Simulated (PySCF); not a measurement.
Isomers of C7H8NOP, one GFN2-xTB conformer each. Single-point energies are computed at PBE0/pcSseg-1 (PySCF, gas phase, no added dispersion term), electronic only.

| SMILES | GFN2-xTB relative energy (kJ/mol) |
| --- | --- |
| C#C[P@@](=O)(CC#N)CC=C | 174.5 |
| CC(=O)c1cpcc(C)n1 | 6.7 |
| CC(=O)c1nccpc1C | 22.1 |
| CO/C=P/c1ccncc1 | 81.7 |
| CC(C)c1occ(C#N)p1 | 42.1 |
| CC(=O)c1nc(C)ccp1 | 0.0 |
| C=Cc1pccnc1OC | 49.4 |

Conformers: `[CH:1]#[C:2][P@@:3](=[O:4])([CH2:5][C:6]#[N:7])[CH2:8][CH:9]=[CH2:10]` with C2–P3–C5–C6 57°, C2–P3–C8–C9 -173°, P3–C8–C9–C10 109°; `[CH3:1][C:2](=[O:3])[c:4]1[cH:5][p:6][cH:7][c:8]([CH3:9])[n:10]1` with C1–C2–C4–C5 180°; `[CH3:1][C:2](=[O:3])[c:4]1[n:5][cH:6][cH:7][p:8][c:9]1[CH3:10]` with C1–C2–C4–N5 0°; `[CH3:1][O:2]/[CH:3]=[P:4]/[c:5]1[cH:6][cH:7][n:8][cH:9][cH:10]1` with C1–O2–C3–P4 171°, C3–P4–C5–C6 138°; `[CH3:1][CH:2]([CH3:3])[c:4]1[o:5][cH:6][c:7]([C:8]#[N:9])[p:10]1` with C1–C2–C4–O5 -123°; `[CH3:1][C:2](=[O:3])[c:4]1[n:5][c:6]([CH3:7])[cH:8][cH:9][p:10]1` with C1–C2–C4–N5 0°; `[CH2:1]=[CH:2][c:3]1[p:4][cH:5][cH:6][n:7][c:8]1[O:9][CH3:10]` with C1–C2–C3–P4 0°, N7–C8–O9–C10 0°.

Q: What does PBE0/pcSseg-1 give for the same structures?

A: 
| SMILES | PBE0/pcSseg-1 E (Eh) | PBE0/pcSseg-1 (kJ/mol) | GFN2-xTB (kJ/mol) | point group |
| --- | --- | --- | --- | --- |
| CC(=O)c1cpcc(C)n1 | -742.22618 | 0.0 | 6.7 | Cs |
| CC(=O)c1nc(C)ccp1 | -742.22212 | 10.7 | 0.0 | Cs |
| CC(=O)c1nccpc1C | -742.21791 | 21.7 | 22.1 | Cs |
| CC(C)c1occ(C#N)p1 | -742.19701 | 76.6 | 42.1 | near Cs |
| C=Cc1pccnc1OC | -742.19077 | 93.0 | 49.4 | Cs |
| CO/C=P/c1ccncc1 | -742.17728 | 128.4 | 81.7 | C1 |
| C#C[P@@](=O)(CC#N)CC=C | -742.13582 | 237.3 | 174.5 | C1 |

GFN2-xTB puts CC(=O)c1nc(C)ccp1 lowest instead; measured from each level's own lowest isomer, the values differ by up to 62.8 kJ/mol (C#C[P@@](=O)(CC#N)CC=C: 174.5 against 237.3). As drawn, the lowest has an aromatic ring and a C=O bond, which the highest lacks; the highest has a C≡N group, a C≡C bond and a P=O bond, which the lowest lacks.

Q: Which frontier levels, dipoles and rotational constants go with these structures?

A: 
| SMILES | HOMO (eV, PBE0/pcSseg-1) | LUMO (eV) | dipole (D) | A, B, C (MHz) |
| --- | --- | --- | --- | --- |
| CC(=O)c1cpcc(C)n1 | -7.23 | -2.44 | 3.45 | 1733, 945.9, 616.5 |
| CC(=O)c1nc(C)ccp1 | -6.92 | -2.44 | 4.42 | 1789, 1012, 651.3 |
| CC(=O)c1nccpc1C | -7.11 | -2.47 | 2.43 | 1973, 1002, 670.0 |
| CC(C)c1occ(C#N)p1 | -7.24 | -1.39 | 5.42 | 2966, 659.5, 609.2 |
| C=Cc1pccnc1OC | -6.58 | -2.26 | 0.88 | 1517, 1182, 667.0 |
| CO/C=P/c1ccncc1 | -6.51 | -1.63 | 3.73 | 3011, 559.3, 499.8 |
| C#C[P@@](=O)(CC#N)CC=C | -7.86 | -0.91 | 0.66 | 1385, 1047, 767.9 |
